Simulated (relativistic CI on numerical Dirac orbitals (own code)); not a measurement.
## One change at a time: Sm¹¹⁺

Base calculation: Dirac-Coulomb-Breit CI, orbitals from a KLI potential per configuration, QED by a radiative potential, unscaled Slater integrals.

CI space (outside the closed core [Kr] 4d10): 4f³5s², 4f²5s²5p, 4f³5s5p, 4f⁵, 4f⁴5s, 4f²5s5p², 4f5s²5p5d, 4f²5s²5d, 4f5s²5p6s, 4f²5s²6s, 4f⁴6s, 4f5s²5p², 5s²5p³, 4f5s5p³, 5s²5p²5d, 5s²5p²6s. Double excitations out of closed p, d and f shells are left out; levels of such configurations are missing from the list, as are those of other unlisted configurations, and high levels can miss mixing partners.

Variants: (1) P86 correlation estimate; (2) non-relativistic limit; (3) only the first configuration. Shifts of the energy above 4f³5s² ⁴I°9/2, in cm⁻¹, for the lowest level and the first level of each name with at least 55 % of one term (blank where a level changes its place among those of its configuration and J or its character, or is not in the variant):

```tsv
Level	Base	Δ(1)	Δ(2)	Δ(3)
4f³5s² ⁴I°9/2	0.0	0.0	0.0	0.0
4f³5s² ⁴I°11/2	3041.4	-0.6	-3041.4	-7.3
4f³5s² ⁴I°13/2	6259.6	-1.0	-6259.6	-12.1
4f³5s² ⁴I°15/2	9585.1	-1.2	-9585.1	-14.6
4f³5s² ⁴F°3/2	20875.7	+5.4	-1586.3	+109.2
4f³5s² ²H°9/2	20952.6	+7.9		+137.7
4f³5s² ⁴F°5/2	22554.8	+3.8	-3265.4	+87.5
4f³5s² ⁴S°3/2	23761.7	+11.7	-4469.7	+258.1
4f³5s² ⁴F°7/2	23981.0	+4.2	-4691.6	+92.3
4f³5s² ⁴F°9/2	25749.5	+4.2		+93.4
4f³5s² ²H°11/2	26161.5	+7.1	-6786.4	+122.4
4f³5s² ²G°7/2	29530.1	+6.5	-3861.3	+125.9
4f³5s² ⁴G°5/2	31398.9	+12.8	-1133.7	+231.9
4f³5s² ²K°13/2	31976.0	+1.4	-2939.2	+49.3
```

At this charge transitions that keep the count of f electrons are usually good to a few per cent. Terms inside the open d or f shell come out 10 to 20 % too wide with unscaled integrals. Levels and lines within the n = 5 or 6 shells can be off by up to 10 % or somewhat more, and those that change n by about 2 %, since core polarisation is missing. Levels that differ in their count of f electrons can be misplaced by several ten thousand cm⁻¹, since the correlation energy of f electrons is missing or only estimated; rates across such gaps can be off by orders of magnitude.

Ionisation energy from one configuration of each of the two ions, the ground ones as tabulated or assumed: base 198.965 eV; P86 correlation estimate 200.722 eV. The NIST ASD value (theoretical) is 208 ± 10 eV.

LS names give the leading component of a level, which can be under half, so a name can repeat, a term be missing and a line seem to break the LS rules.
